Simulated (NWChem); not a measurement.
System: C2H5FOSi; SMILES F[Si@H](O)C=C

Parts of the log:

```
             Northwest Computational Chemistry Package (NWChem) 7.3.0
             --------------------------------------------------------

                             Geometry "geometry" -> ""
                             -------------------------

 Output coordinates in angstroms (scale by  1.889725989 to convert to a.u.)

  No.       Tag          Charge          X              Y              Z
 ---- ---------------- ---------- -------------- -------------- --------------
    1 C                    6.0000     0.02769700    -2.19438900     0.30277000
    2 C                    6.0000    -0.72100700    -1.17781900    -0.14353900
    3 Si                  14.0000    -0.01746000     0.51502200    -0.43292500
    4 O                    8.0000    -0.76301100     1.67458000     0.47685000
    5 F                    9.0000     1.55530600     0.40768800    -0.02497400
    6 H                    1.0000     1.09647900    -2.06718300     0.50692900
    7 H                    1.0000    -0.38823300    -3.19249700     0.48123400
    8 H                    1.0000    -1.78721700    -1.35676500    -0.33738500
    9 H                    1.0000    -0.09923000     0.99625800    -1.83012300
   10 H                    1.0000    -0.90638400     1.47371600     1.40665800

 Effective nuclear repulsion energy (a.u.)     231.0046654102

  xc_inp: hfexch multiplicative factor not found.

                                 NWChem DFT Module
                                 -----------------

 Summary of "ao basis" -> "ao basis" (spherical)
 ------------------------------------------------------------------------------
       Tag                 Description            Shells   Functions and Types
 ---------------- ------------------------------  ------  ---------------------
 C                           6-31g*                  6       14   3s2p1d
 Si                          6-31g*                  8       18   4s3p1d
 O                           6-31g*                  6       14   3s2p1d
 F                           6-31g*                  6       14   3s2p1d
 H                           6-31g*                  2        2   2s

            General Information
            -------------------
          SCF calculation type: DFT
          Wavefunction type:  closed shell.
          No. of atoms     :    10
          No. of electrons :    48
           Alpha electrons :    24
            Beta electrons :    24
          Charge           :     0
          Spin multiplicity:     1
          Use of symmetry is: off; symmetry adaption is: off
          Maximum number of iterations: 150
          AO basis - number of functions:    84
                     number of shells:    42
          Convergence on energy requested:  1.00D-06
          Convergence on density requested:  1.00D-05
          Convergence on gradient requested:  5.00D-04

              XC Information
              --------------
                     Hartree-Fock (Exact) Exchange  1.000

      Superposition of Atomic Density Guess
      -------------------------------------

 Sum of atomic energies:        -540.75566277

      Non-variational initial energy
      ------------------------------

 Total energy =    -542.658728
 1-e energy   =   -1205.483794
 2-e energy   =     431.820401
 HOMO         =      -0.331695
 LUMO         =      -0.010656

     ---------------------------------------------
      Total Density - Mulliken Population Analysis
     ---------------------------------------------

    Atom       Charge   Shell Charges
 -----------   ------   -------------------------------------------------------
    1 C    6     6.36   2.00  0.74  1.88  0.62  1.09  0.03
    2 C    6     6.49   2.00  0.74  1.97  0.62  1.13  0.03
    3 Si  14    12.65   2.00  2.00  5.97  0.83  1.20  0.19  0.24  0.23
    4 O    8     9.02   2.00  0.93  3.14  0.90  2.03  0.01
    5 F    9     9.62   2.00  0.95  3.47  1.00  2.19  0.01
    6 H    1     0.78   0.47  0.32
    7 H    1     0.78   0.47  0.32
    8 H    1     0.76   0.46  0.31
    9 H    1     1.08   0.47  0.61
   10 H    1     0.44   0.35  0.09

   convergence    iter        energy       DeltaE   RMS-Dens  Diis-err
 ---------------- ----- ----------------- --------- --------- ---------
 d= 0,ls=0.0,diis     1   -541.8637917102 -7.73D+02  7.60D-03  7.30D-01
 d= 0,ls=0.0,diis     2   -541.9342255856 -7.04D-02  2.53D-03  2.07D-01
 d= 0,ls=0.0,diis     3   -541.9524063757 -1.82D-02  8.65D-04  6.07D-03
 d= 0,ls=0.0,diis     4   -541.9533830082 -9.77D-04  1.46D-04  1.62D-04
 d= 0,ls=0.0,diis     5   -541.9534103080 -2.73D-05  4.12D-05  1.76D-05
  Resetting Diis
 d= 0,ls=0.0,diis     6   -541.9534130251 -2.72D-06  1.47D-05  1.24D-06
 d= 0,ls=0.0,diis     7   -541.9534133162 -2.91D-07  3.66D-06  1.07D-07

         Total DFT energy =     -541.953413316227
      One electron energy =    -1209.149729515694
           Coulomb energy =      487.162436401071
    Exchange-Corr. energy =      -50.970785611822
 Nuclear repulsion energy =      231.004665410218

 Numeric. integr. density =        0.000000000000

                       DFT Final Molecular Orbital Analysis
                       ------------------------------------

 Vector   22  Occ=2.000000D+00  E=-5.205181D-01
              MO Center= -5.1D-01,  1.4D+00,  1.2D-01, r^2= 1.8D+00
   Bfn.  Coefficient  Atom+Function         Bfn.  Coefficient  Atom+Function
  ----- ------------  ---------------      ----- ------------  ---------------
    49      0.479317   4 O  px               53      0.388493   4 O  px
    50      0.189556   4 O  py               51      0.180561   4 O  pz
    82      0.170813   9 H  s                54      0.151359   4 O  py
    55      0.141440   4 O  pz               81      0.125772   9 H  s
    37     -0.122299   3 Si pz               63      0.120673   5 F  px

 Vector   23  Occ=2.000000D+00  E=-4.542043D-01
              MO Center= -3.8D-01, -5.3D-01, -2.8D-01, r^2= 3.6D+00
   Bfn.  Coefficient  Atom+Function         Bfn.  Coefficient  Atom+Function
  ----- ------------  ---------------      ----- ------------  ---------------
    18      0.302290   2 C  py               36     -0.267843   3 Si py
    82     -0.220782   9 H  s                22      0.197584   2 C  py
    50      0.193072   4 O  py               17      0.176211   2 C  px
    20      0.160767   2 C  s                 4     -0.158554   1 C  py
    54      0.156887   4 O  py               81     -0.151453   9 H  s

 Vector   24  Occ=2.000000D+00  E=-3.906417D-01
              MO Center= -3.5D-01, -1.5D+00,  3.2D-02, r^2= 1.8D+00
   Bfn.  Coefficient  Atom+Function         Bfn.  Coefficient  Atom+Function
  ----- ------------  ---------------      ----- ------------  ---------------
    19      0.350976   2 C  pz                5      0.332611   1 C  pz
    23      0.291855   2 C  pz                9      0.268819   1 C  pz
    82      0.114645   9 H  s                 4      0.094491   1 C  py
    17     -0.085313   2 C  px               18      0.084899   2 C  py
    50      0.076905   4 O  py                8      0.075180   1 C  py

 Vector   25  Occ=0.000000D+00  E= 1.260307D-01
              MO Center= -2.5D-01, -1.1D+00,  6.5D-02, r^2= 3.9D+00
   Bfn.  Coefficient  Atom+Function         Bfn.  Coefficient  Atom+Function
  ----- ------------  ---------------      ----- ------------  ---------------
     9      0.598109   1 C  pz               23     -0.444709   2 C  pz
    52      0.378646   4 O  s                41     -0.346050   3 Si pz
    40     -0.325746   3 Si py                5      0.318054   1 C  pz
    19     -0.217979   2 C  pz               82     -0.202613   9 H  s
    84     -0.182638  10 H  s                22     -0.166183   2 C  py

[...]

                     NWChem Electrostatic Potential Fit Module
                     -----------------------------------------

 Atom parameters

 Number of atoms is                                   10
 Number of basis functions is                         84

 Grid parameters

 Maximum number of grid points is                  42511
 Number of grid points is                          42510
 Grid range                                     0.300000 nm
 Grid spacing                                   0.020000 nm
 Probe radius                                   0.070000 nm
 Atom radius factor                             1.000000

 Atomic radii

    1    0.100000
    6    0.147000
    8    0.136000
    9    0.128000
   14    0.187000
 FASTESP  F
  using M.O. file = ./job.movecs

    Atom              Coordinates                           Charge

                                                  ESP

    1 C     0.002770   -0.219439    0.030277   -0.149424
    2 C    -0.072101   -0.117782   -0.014354   -0.494089
    3 Si   -0.001746    0.051502   -0.043293    1.151856
    4 O    -0.076301    0.167458    0.047685   -0.792470
    5 F     0.155531    0.040769   -0.002497   -0.404879
    6 H     0.109648   -0.206718    0.050693    0.130093
    7 H    -0.038823   -0.319250    0.048123    0.128286
    8 H    -0.178722   -0.135677   -0.033739    0.170253
    9 H    -0.009923    0.099626   -0.183012   -0.186237
   10 H    -0.090638    0.147372    0.140666    0.446611
                                            ------------
                                                0.000000

 Dipole moment                                  1.044265

 Quadrupole moment Qxx                         -5.883875
                   Qyy                          0.112559
                   Qzz                          5.771316

 RMS deviation kJ/mol                           0.053428

 RRMS %                                        24.009455
```

Level: Hartree-Fock/6-31G* (spherical d). The geometry was optimised at PBE0/def2-SVP.

Reconstruct the input file.

This is not unique; one that fits is the input that was run:
```
start job
memory heap 200 mb stack 900 mb global 1100 mb
geometry units angstroms noautosym nocenter noautoz
  C      0.027697    -2.194389     0.302770
  C     -0.721007    -1.177819    -0.143539
  Si    -0.017460     0.515022    -0.432925
  O     -0.763011     1.674580     0.476850
  F      1.555306     0.407688    -0.024974
  H      1.096479    -2.067183     0.506929
  H     -0.388233    -3.192497     0.481234
  H     -1.787217    -1.356765    -0.337385
  H     -0.099230     0.996258    -1.830123
  H     -0.906384     1.473716     1.406658
end
basis spherical
  C library 6-31g*
  Si library 6-31g*
  O library 6-31g*
  F library 6-31g*
  H library 6-31g*
end
dft
  xc hfexch
  iterations 150
  mulliken
end
task dft energy
esp
  recalculate
  probe 0.07
  range 0.3
  factor 1.0
  spacing 0.02
end
task esp
```
